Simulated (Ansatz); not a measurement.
B2H7NSSi. The species carries charge 0 and has multiplicity 1. The bonds changed during the relaxation, so this is another structure than the one it started from.

| atom | x (Å) | y (Å) | z (Å) |
| --- | --- | --- | --- |
| B1 | 1.2807 | -0.6037 | -0.4521 |
| B2 | 0.8023 | -0.5345 | 1.1070 |
| Si3 | -0.0917 | 0.8630 | -0.3519 |
| N4 | -0.7210 | -0.2356 | 1.0934 |
| S5 | -1.6029 | 1.0699 | -1.8394 |
| H6 | 2.3821 | -0.5445 | -0.9081 |
| H7 | 0.4255 | -1.1503 | -1.1502 |
| H8 | 1.3378 | -0.2613 | 2.1422 |
| H9 | -0.1436 | 2.1955 | 0.3105 |
| H10 | -1.1712 | 0.1609 | 1.9087 |
| H11 | -1.2999 | -0.9669 | 0.6945 |
| H12 | -1.1979 | 0.0074 | -2.5546 |

(1) What are the harmonic wavenumbers in cm⁻¹ at PBE0-D4/def2-TZVP (Ansatz, finite differences of forces, unscaled)? (Estimate.)

(2) Is this a minimum?

(3) Give the ideal-gas thermochemistry at 298.15 K and 1 bar (rigid rotor, harmonic oscillator; point group C1, symmetry number 1).

(4) And at 400, 500, 600, 800 and 1000 K?

Results:

(1) The calculation gave: 139, 171, 248, 288, 343, 389, 436, 529, 565, 667, 704, 730, 765, 785, 812, 856, 889, 918, 939, 988, 1113, 1188, 1585, 2200, 2378, 2617, 2645, 2712, 3525, 3615.

(2) Yes, all 30 modes are real.

(3) Zero-point energy 213.8 kJ/mol; H(298) − E = 235.3 kJ/mol; entropy 342.3 J/(mol·K), of which translation 166.6, rotation 113.0, vibration 62.6; G(298) − E = 133.3 kJ/mol.

(4) 
| T (K) | H − E (kJ/mol) | S (J/mol/K) | G − E (kJ/mol) |
| --- | --- | --- | --- |
| 400 | 249.3 | 382.5 | 96.3 |
| 500 | 265.4 | 418.4 | 56.2 |
| 600 | 283.3 | 450.9 | 12.8 |
| 800 | 322.9 | 507.8 | -83.3 |
| 1000 | 366.4 | 556.1 | -189.8 |
